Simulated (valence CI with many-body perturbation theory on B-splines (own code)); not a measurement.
## Pt37+: calculated level list

Level of theory: relativistic CI+MBPT: five valence electrons over a frozen Dirac-Fock core [Kr], radial functions for each j: 7 s, 7 p, 8 d, 6 f, 4 g, 1 h, with the one-electron correlation potential Σ1 (screened to all orders), the two-electron term Σ2, the three-electron term Σ3, Breit, model QED; selected single and double excitations, second order for the rest, scaled by the run's own slope (own B-spline code, finite nucleus).

No measured spectrum was set against this ion. As an estimate, large intervals hold to a few tenths of a per cent, small ones and those within an open d or f shell to about a per cent. Among the levels kept, up to 390 cm⁻¹ of a level comes from second order outside the variational space, and about a tenth of that is noise between levels of different J, which matters for small intervals. Only levels of the ground parity were solved; by the run's estimate the other parity begins above the list, which can be wrong where configurations are misplaced.

Levels 1 to 32 of 32, with energies above the lowest level, (4d3/2^4 4d5/2) J=5/2. "Leading %" is the weight of the configuration and term that name the level; weights of strongly mixed levels are sums over their largest components and can fall short, so below about 35 % the name and the second component can differ from the true leading terms, or belong to a minority configuration. In the jj column 3d3/2^4 stands for four electrons in 3d with j = 3/2. Lifetimes count E1, E2, E3, M1 and M2 decay at the calculated energies, and are blank where another channel may lead or the interval is too uncertain; long ones can be off by a factor of two.

| No. | Configuration | Term | J | E (cm⁻¹) | Leading % | Lifetime | Leading jj |
| --- | --- | --- | --- | --- | --- | --- | --- |
| 1 | 4d⁵ | ⁴P | 5/2 | 0 | 26 |  | 4d3/2^4 4d5/2 (95 %) |
| 2 | 4d⁵ | ⁶S | 5/2 | 146150 | 37 | 9.09 μs | 4d3/2^3 4d5/2^2 (91 %) |
| 3 | 4d⁵ | ⁴G | 7/2 | 186230 | 34 | 17.5 μs | 4d3/2^3 4d5/2^2 (99 %) |
| 4 | 4d⁵ | ⁴D | 3/2 | 190880 | 40 | 7.46 μs | 4d3/2^3 4d5/2^2 (98 %) |
| 5 | 4d⁵ | ²H | 11/2 | 194670 | 43 |  | 4d3/2^3 4d5/2^2 (98 %) |
| 6 | 4d⁵ | ²G | 9/2 | 208750 | 30 | 6.02 ms | 4d3/2^3 4d5/2^2 (96 %) |
| 7 | 4d⁵ | ²D | 5/2 | 218710 | 30 | 176 μs | 4d3/2^3 4d5/2^2 (93 %) |
| 8 | 4d⁵ | ⁴P | 1/2 | 227700 | 43 | 785 μs | 4d3/2^3 4d5/2^2 (90 %) |
| 9 | 4d⁵ | ²F | 7/2 | 234150 | 40 | 280 μs | 4d3/2^3 4d5/2^2 (97 %) |
| 10 | 4d⁵ | ²D | 3/2 | 285640 | 59 | 58.6 μs | 4d3/2^3 4d5/2^2 (88 %) |
| 11 | 4d⁵ | ⁶S | 5/2 | 330470 | 32 | 3.93 μs | 4d3/2^2 4d5/2^3 (90 %) |
| 12 | 4d⁵ | ⁴D | 7/2 | 357740 | 52 | 7.31 μs | 4d3/2^2 4d5/2^3 (99 %) |
| 13 | 4d⁵ | ²I | 11/2 | 363270 | 50 | 10.7 μs | 4d3/2^2 4d5/2^3 (98 %) |
| 14 | 4d⁵ | ⁴G | 9/2 | 368330 | 60 | 10.9 μs | 4d3/2^2 4d5/2^3 (96 %) |
| 15 | 4d⁵ | ⁴D | 1/2 | 378520 | 77 | 5.88 μs | 4d3/2^2 4d5/2^3 (97 %) |
| 16 | 4d⁵ | ²I | 13/2 | 383140 | 100 | 52.2 μs | 4d3/2^2 4d5/2^3 (100 %) |
| 17 | 4d⁵ | ⁴P | 3/2 | 386070 | 53 | 3.89 μs | 4d3/2^2 4d5/2^3 (97 %) |
| 18 | 4d⁵ | ²F | 5/2 | 389480 | 42 | 7.25 μs | 4d3/2^2 4d5/2^3 (96 %) |
| 19 | 4d⁵ | ²H | 9/2 | 410100 | 52 | 5.75 μs | 4d3/2^2 4d5/2^3 (99 %) |
| 20 | 4d⁵ | ²G | 7/2 | 416260 | 61 | 20.0 μs | 4d3/2^2 4d5/2^3 (99 %) |
| 21 | 4d⁵ | ⁴F | 5/2 | 420700 | 63 | 5.67 μs | 4d3/2^2 4d5/2^3 (98 %) |
| 22 | 4d⁵ | ²D | 3/2 | 423870 | 85 | 14.1 μs | 4d3/2^2 4d5/2^3 (88 %) |
| 23 | 4d⁵ | ⁴P | 1/2 | 441690 | 42 | 7.12 μs | 4d3/2^2 4d5/2^3 (84 %) |
| 24 | 4d⁵ | ²G | 7/2 | 444360 | 46 | 10.3 μs | 4d3/2^2 4d5/2^3 (95 %) |
| 25 | 4d⁵ | ²G | 9/2 | 471340 | 78 | 18.3 μs | 4d3/2^2 4d5/2^3 (96 %) |
| 26 | 4d⁵ | ²P | 3/2 | 517230 | 74 |  | 4d3/2^2 4d5/2^3 (97 %) |
| 27 | 4d⁵ | ²D | 5/2 | 527000 | 70 | 7.19 μs | 4d3/2^2 4d5/2^3 (82 %) |
| 28 | 4d⁵ | ²F | 5/2 | 547400 | 31 | 2.57 μs | 4d3/2 4d5/2^4 (86 %) |
| 29 | 4d⁵ | ²F | 7/2 | 575070 | 29 | 3.53 μs | 4d3/2 4d5/2^4 (99 %) |
| 30 | 4d⁵ | ²H | 11/2 | 584360 | 56 | 4.36 μs | 4d3/2 4d5/2^4 (99 %) |
| 31 | 4d⁵ | ²D | 3/2 | 584490 | 31 | 2.82 μs | 4d3/2 4d5/2^4 (97 %) |
| 32 | 4d⁵ | ²G | 9/2 | 605030 | 55 | 5.02 μs | 4d3/2 4d5/2^4 (96 %) |

The ionisation energy to 4d⁴ ³P0 of the next ion comes out as 1681.2 eV (NIST: 1680 ± 4 eV (theoretical)). All 32 levels together are meant to be complete up to 608020 cm⁻¹.
